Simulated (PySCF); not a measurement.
**Correlation energy of O (oxygen, neutral)**

[He] 2s2 2p4, high-spin 3P determinant. Calculation: PySCF 2.14, in x2c-TZVPPall (5s3p2d1f, 31 functions); the spin-free X2C one-electron Hamiltonian (Gaussian nucleus). Frozen: 1s2; 6 electrons correlated.

| level | correlation energy (mhartree) |
| --- | --- |
| CCSD | -158.37 |
| (T) | -2.85 |
| CCSD(T) | -161.22 |
| CCSDT | -161.52 |

Diagnostics: T1 = 0.0064, D1 = 0.0103, largest double amplitude 0.043.

Cost of the coupled-cluster step: roughly 0.4 core-seconds, for 6 correlated electrons.
